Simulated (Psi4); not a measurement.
A run for Psi4: SAPT0/jun-cc-pV(D+d)Z on CH4O2 (a complex), monomers drawn apart or pushed together.

```
memory 2025 MB

molecule dimer {
0 1
O    -0.15034444    0.43763072   -0.11457981
H     0.49207440    0.16848233   -0.77929745
H    -0.52355021   -0.38205229    0.22990852
--
0 1
C    -0.02836891    0.43187176    3.81759348
O    -0.43226601   -0.68866934    3.97829662
H     1.05113208    0.67180520    3.81878927
H    -0.71045501    1.28739621    3.66619368
units angstrom
symmetry c1
no_reorient
no_com
}

set {
  basis jun-cc-pV(D+d)Z
  scf_type df
  freeze_core true
}

energy('sapt0')
```

Program output:

```
[...]
==> Input File <==

--------------------------------------------------------------------------
memory 2025 MB

molecule dimer {
0 1
O    -0.15034444    0.43763072   -0.11457981
H     0.49207440    0.16848233   -0.77929745
H    -0.52355021   -0.38205229    0.22990852
--
0 1
C    -0.02836891    0.43187176    3.81759348
O    -0.43226601   -0.68866934    3.97829662
H     1.05113208    0.67180520    3.81878927
H    -0.71045501    1.28739621    3.66619368
units angstrom
symmetry c1
no_reorient
no_com
}

set {
  basis jun-cc-pV(D+d)Z
  scf_type df
  freeze_core true
}

energy('sapt0')
--------------------------------------------------------------------------


   => Loading Basis Set <=

    Name: JUN-CC-PV(D+D)Z
    Role: ORBITAL
    Keyword: BASIS
    atoms 1, 5     entry O          line   256 file jun-cc-pv_dpd_z.gbs
    atoms 2-3, 6-7 entry H          line    60 file jun-cc-pv_dpd_z.gbs
    atoms 4        entry C          line   188 file jun-cc-pv_dpd_z.gbs

   => Loading Basis Set <=

    Name: JUN-CC-PV(D+D)Z
    Role: ORBITAL
    Keyword: BASIS
    atoms 1, 5     entry O          line   256 file jun-cc-pv_dpd_z.gbs
    atoms 2-3, 6-7 entry H          line    60 file jun-cc-pv_dpd_z.gbs
    atoms 4        entry C          line   188 file jun-cc-pv_dpd_z.gbs


  //>>>>>>>>>>>>>>>>>>>>>>>>>>>>>>>>>>>//
  //              Dimer HF             //
  //<<<<<<<<<<<<<<<<<<<<<<<<<<<<<<<<<<<//

   => Libint2 <=

    Primary   basis highest AM E, G, H:  7, 6, 3
    Auxiliary basis highest AM E, G, H:  7, 7, 4
    Onebody   basis highest AM E, G, H:  -, -, -
    Solid Harmonics ordering:            Gaussian


   => Loading Basis Set <=

    Name: JUN-CC-PV(D+D)Z
    Role: ORBITAL
    Keyword: BASIS
    atoms 1, 5     entry O          line   256 file jun-cc-pv_dpd_z.gbs
    atoms 2-3, 6-7 entry H          line    60 file jun-cc-pv_dpd_z.gbs
    atoms 4        entry C          line   188 file jun-cc-pv_dpd_z.gbs


         ---------------------------------------------------------
                                   SCF
               by Justin Turney, Rob Parrish, Andy Simmonett
                          and Daniel G. A. Smith
                              RHF Reference
                        1 Threads,   1931 MiB Core
         ---------------------------------------------------------

  ==> Geometry <==

    Molecular point group: c1
    Full point group: C1

    Geometry (in Angstrom), charge = 0, multiplicity = 1:

       Center              X                  Y                   Z               Mass
    ------------   -----------------  -----------------  -----------------  -----------------
         O           -0.150344440000     0.437630720000    -0.114579810000    15.994914619570
         H            0.492074400000     0.168482330000    -0.779297450000     1.007825032230
         H           -0.523550210000    -0.382052290000     0.229908520000     1.007825032230
         C           -0.028368910000     0.431871760000     3.817593480000    12.000000000000
         O           -0.432266010000    -0.688669340000     3.978296620000    15.994914619570
         H            1.051132080000     0.671805200000     3.818789270000     1.007825032230
         H           -0.710455010000     1.287396210000     3.666193680000     1.007825032230

  Running in c1 symmetry.

  Rotational constants: A =      0.92185  B =      0.03643  C =      0.03552 [cm^-1]
  Rotational constants: A =  27636.51617  B =   1092.00232  C =   1064.83813 [MHz]
  Nuclear repulsion =   61.032666483371194

  Charge       = 0
  Multiplicity = 1
  Electrons    = 26
  Nalpha       = 13
  Nbeta        = 13

  ==> Algorithm <==

  SCF Algorithm Type is DF.
  DIIS enabled.
  MOM disabled.
  Fractional occupation disabled.
  Guess Type is SAD.
  Energy threshold   = 1.00e-08
  Density threshold  = 1.00e-08
  Integral threshold = 1.00e-12

  ==> Primary Basis <==

  Basis Set: JUN-CC-PV(D+D)Z
    Blend: JUN-CC-PV(D+D)Z
    Number of shells: 36
    Number of basis functions: 74
    Number of Cartesian functions: 77
    Spherical Harmonics?: true
    Max angular momentum: 2

   => Loading Basis Set <=

    Name: (JUN-CC-PV(D+D)Z AUX)
    Role: JKFIT
    Keyword: DF_BASIS_SCF
    atoms 1, 5     entry O          line   258 file jun-cc-pvdz-jkfit.gbs
    atoms 2-3, 6-7 entry H          line    70 file jun-cc-pvdz-jkfit.gbs
    atoms 4        entry C          line   146 file jun-cc-pvdz-jkfit.gbs

  ==> Integral Setup <==

  DFHelper Memory: AOs need 0.014 GiB; user supplied 1.414 GiB.
  SCF_SUBTYPE=INCORE selected. In-core MEM_DF algorithm will be used.
  Using in-core AOs.

  ==> MemDFJK: Density-Fitted J/K Matrices <==

    J tasked:                   Yes
    K tasked:                   Yes
    wK tasked:                   No
    OpenMP threads:               1
    Algorithm:                 Core
    Schwarz Cutoff:           1E-12
    Mask sparsity (%):       4.9671
    Fitting Condition:        1E-10

   => Auxiliary Basis Set <=

  Basis Set: (JUN-CC-PV(D
[...]
359    74A     33.509580

    Final Occupation by Irrep:
              A
    DOCC [     8 ]
    NA   [     8 ]
    NB   [     8 ]

  @DF-RHF Final Energy:  -113.88279610903292

   => Energetics <=

    Nuclear Repulsion Energy =             31.3544698466497458
    One-Electron Energy =                -217.3497330281329596
    Two-Electron Energy =                  72.1124670724502863
    Total Energy =                       -113.8827961090329239

Computation Completed


Properties will be evaluated at   0.000000,   0.000000,   0.000000 [a0]

Properties computed using the SCF density matrix


 Multipole Moments:

 ------------------------------------------------------------------------------------
     Multipole            Electronic (a.u.)      Nuclear  (a.u.)        Total (a.u.)
 ------------------------------------------------------------------------------------

 L = 1.  Multiply by 2.5417464519 to convert [e a0] to [Debye]
 Dipole X            :          6.5982878           -6.2127854            0.3855024
 Dipole Y            :          2.8831976           -1.8121014            1.0710962
 Dipole Z            :       -117.7248783          117.5729331           -0.1519452
 Magnitude           :                                                    1.1484540

 ------------------------------------------------------------------------------------

  Constructing Basis Sets for SAPT...

   => Loading Basis Set <=

    Name: (JUN-CC-PV(D+D)Z AUX)
    Role: RIFIT
    Keyword: DF_BASIS_SAPT
    atoms 1, 5     entry O          line   188 file jun-cc-pvdz-ri.gbs
    atoms 2-3, 6-7 entry H          line    30 file jun-cc-pvdz-ri.gbs
    atoms 4        entry C          line   100 file jun-cc-pvdz-ri.gbs

   => Loading Basis Set <=

    Name: (JUN-CC-PV(D+D)Z AUX)
    Role: JKFIT
    Keyword: DF_BASIS_ELST
    atoms 1, 5     entry O          line   258 file jun-cc-pvdz-jkfit.gbs
    atoms 2-3, 6-7 entry H          line    70 file jun-cc-pvdz-jkfit.gbs
    atoms 4        entry C          line   146 file jun-cc-pvdz-jkfit.gbs


  //>>>>>>>>>>>>>>>>>>>>>>>>>>>>>>>>>>>//
  //               SAPT0               //
  //<<<<<<<<<<<<<<<<<<<<<<<<<<<<<<<<<<<//



        SAPT0
    Ed Hohenstein
     6 June 2009

      Orbital Information
  --------------------------
    NSO        =        74
    NMO        =        74
    NRI        =       251
    NRI (Elst) =       329
    NOCC A     =         5
    NOCC B     =         8
    FOCC A     =         1
    FOCC B     =         2
    NVIR A     =        69
    NVIR B     =        66

    Elst10,r            =    -0.002430479349 [Eh]
    Exch10              =     0.000133836906 [Eh]
    Exch10 (S^2)        =     0.000133818920 [Eh]

    Maxiter = 50
    CPHF R converge = 1.000000E-08

    Iter     Energy [mEh]          dE [mEh]         Residual      Time [s]
       1      -0.03284447       0.032844474     1.249719e-03             0
       2      -0.03958118       0.006736709     7.018253e-04             0
       3      -0.04239222       0.002811039     1.293777e-04             0
       4      -0.04222376      -0.000168463     3.288355e-05             0
       5      -0.04216632      -0.000057437     6.499218e-06             0
       6      -0.04218391       0.000017591     9.445076e-07             0
       7      -0.04218226      -0.000001652     1.925639e-07             0
       8      -0.04218237       0.000000112     5.666344e-08             0
       9      -0.04218239       0.000000020     1.202952e-08             0
      10      -0.04218238      -0.000000010     2.537714e-09             0

    CHF Iterations converged

    Maxiter = 50
    CPHF R converge = 1.000000E-08

    Iter     Energy [mEh]          dE [mEh]         Residual      Time [s]
       1      -0.05993392       0.059933917     2.919347e-03             0
       2      -0.05984609      -0.000087830     8.262848e-04             0
       3      -0.07040205       0.010555961     2.527169e-04             0
       4      -0.06960173      -0.000800321     9.024087e-05             0
       5      -0.06955040      -0.000051331     2.538846e-05             0
       6      -0.06962053       0.000070131     5.591487e-06             0
       7      -0.06961313      -0.000007395     3.100072e-06             0
       8      -0.06961230      -0.000000831     1.297165e-06             0
       9      -0.06961402       0.000001713     2.563162e-07             0
      10      -0.06961371      -0.000000302     4.983782e-08             0
      11      -0.06961374       0.000000027     9.363479e-09             0

    CHF Iterations converged

    Ind20,r (A<-B)      =    -0.000042182382 [Eh]
    Ind20,r (B<-A)      =    -0.000069613741 [Eh]
    Ind20,r             =    -0.000111796122 [Eh]
    Exch-Ind20,r (A<-B) =     0.000013406706 [Eh]
    Exch-Ind20,r (B<-A) =     0.000010043649 [Eh]
    Exch-Ind20,r        =     0.000023450355 [Eh]
    Disp20              =    -0.000268932401 [Eh]
    Disp20 (SS)         =    -0.000134466201 [Eh]
    Disp20 (OS)         =    -0.000134466201 [Eh]
    Exch-Disp20         =     0.000009213126 [Eh]
    Exch-Disp20 (SS)    =     0.000005327286 [Eh]
    Exch-Disp20 (OS)    =     0.000003885840 [Eh]

    SAPT Results
  --------------------------------------------------------------------------------------------------------
    Electrostatics                 -2.43047935 [mEh]      -1.52514882 [kcal/mol]      -6.38122265 [kJ/mol]
      Elst10,r                     -2.43047935 [mEh]      -1.52514882 [kcal/mol]      -6.38122265 [kJ/mol]

    Exchange                        0.13383691 [mEh]       0.08398393 [kcal/mol]       0.35138875 [kJ/mol]
      Exch10                        0.13383691 [mEh]       0.08398393 [kcal/mol]       0.35138875 [kJ/mol]
      Exch10(S^2)                   0.13381892 [mEh]       0.08397264 [kcal/mol]       0.35134152 [kJ/mol]

    Induction                      -0.09735373 [mEh]      -0.06109039 [kcal/mol]      -0.25560218 [kJ/mol]
      Ind20,r                      -0.11179612 [mEh]      -0.07015313 [kcal/mol]      -0.29352068 [kJ/mol]
      Exch-Ind20,r                  0.02345036 [mEh]       0.01471532 [kcal/mol]       0.06156890 [kJ/mol]
      delta HF,r (2)               -0.00900796 [mEh]      -0.00565258 [kcal/mol]      -0.02365040 [kJ/mol]

    Dispersion                     -0.25971928 [mEh]      -0.16297631 [kcal/mol]      -0.68189286 [kJ/mol]
      Disp20                       -0.26893240 [mEh]      -0.16875763 [kcal/mol]      -0.70608192 [kJ/mol]
      Exch-Disp20                   0.00921313 [mEh]       0.00578132 [kcal/mol]       0.02418906 [kJ/mol]
      Disp20 (SS)                  -0.13446620 [mEh]      -0.08437881 [kcal/mol]      -0.35304096 [kJ/mol]
      Disp20 (OS)                  -0.13446620 [mEh]      -0.08437881 [kcal/mol]      -0.35304096 [kJ/mol]
      Exch-Disp20 (SS)              0.00532729 [mEh]       0.00334292 [kcal/mol]       0.01398679 [kJ/mol]
      Exch-Disp20 (OS)              0.00388584 [mEh]       0.00243840 [kcal/mol]       0.01020227 [kJ/mol]

  Total HF                         -2.39399617 [mEh]      -1.50225528 [kcal/mol]      -6.28543609 [kJ/mol]
  Total SAPT0                      -2.65371545 [mEh]      -1.66523158 [kcal/mol]      -6.96732895 [kJ/mol]

  Special recipe for scaled SAPT0 (see Manual):
    Electrostatics sSAPT0          -2.43047935 [mEh]      -1.52514882 [kcal/mol]      -6.38122265 [kJ/mol]
    Exchange sSAPT0                 0.13383691 [mEh]       0.08398393 [kcal/mol]       0.35138875 [kJ/mol]
    Induction sSAPT0               -0.09734427 [mEh]      -0.06108445 [kcal/mol]      -0.25557735 [kJ/mol]
    Dispersion sSAPT0              -0.25971556 [mEh]      -0.16297397 [kcal/mol]      -0.68188311 [kJ/mol]
  Total sSAPT0                     -2.65370228 [mEh]      -1.66522332 [kcal/mol]      -6.96729437 [kJ/mol]
  --------------------------------------------------------------------------------------------------------



*** Psi4 exiting successfully. Buy a developer a beer!
```

The run finished.

Cost: around 3 core-seconds (rough).
